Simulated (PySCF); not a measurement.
Tc3+ by CASSCF and spin-orbit coupling

The free ion Tc3+ in its d4 configuration.

Method (PySCF 2.14, density fitting): CASSCF(4,5) with orbitals averaged over all microstates of the shell, strongly contracted NEVPT2 on the averaged canonical orbitals; basis x2c-TZVPall; spin-free X2C; gas phase; spin-orbit coupling by state interaction with the mean-field operator over all roots.

## Spin-free states

```tsv
2S+1	deg.	free-ion term	CASSCF / cm⁻¹	NEVPT2 / cm⁻¹
5	5	5D 1.00	0	0
3	11	3H 1.00	17381	16206
3	3	3P 1.00	19575	17390
3	7	3F 1.00	19988	17916
3	9	3G 1.00	21702	19494
3	5	3D 1.00	27751	24185
1	13	1I 1.00	26071	24276
1	9	1G 1.00	27669	24691
1	1	1S 1.00	32160	27665
1	5	1D 1.00	34050	30464
1	7	1F 1.00	39034	34529
3	3	3P 1.00	46370	41118
3	7	3F 1.00	45957	41128
1	9	1G 1.00	52199	46926
1	5	1D 1.00	70016	61766
```

Only the lowest 15 spin-free levels are listed. Energies are counted from the ground state at NEVPT2 level. Weights follow the labels.

## Spin-orbit levels

| E / cm⁻¹ | deg. | J | make-up |
| --- | --- | --- | --- |
| 0.0 | 1 | 0 | 0.98 5D |
| 335.2 | 3 | 1 | 0.99 5D |
| 923.0 | 5 | 2 | 0.99 5D |
| 1685.2 | 7 | 3 | 0.99 5D |
| 2570.5 | 9 | 4 | 0.99 5D |
| 16043.5 | 1 | 0 | 0.94 3P + 0.04 1S |
| 16778.7 | 9 | 4 | 0.86 3H + 0.07 3G + 0.04 3F |
| 17590.6 | 11 | 5 | 0.93 3H + 0.07 3G |
| 17867.5 | 3 | 1 | 0.98 3P |
| 18311.8 | 13 | 6 | 0.98 3H |

Only the lowest levels are listed: 62 of 210 states.

## Ligand-field fit

| cm⁻¹ | CASSCF | NEVPT2 |
| --- | --- | --- |
| B | 864 | 754 |
| C | 3481 | 3169 |

Spin-orbit constant ζ = 976 cm⁻¹.

The job took 7.7 s on one thread of Arm Neoverse V1 (shared host), with 63 basis functions, launched as `OMP_NUM_THREADS=1 python lf_run.py task.json out`.
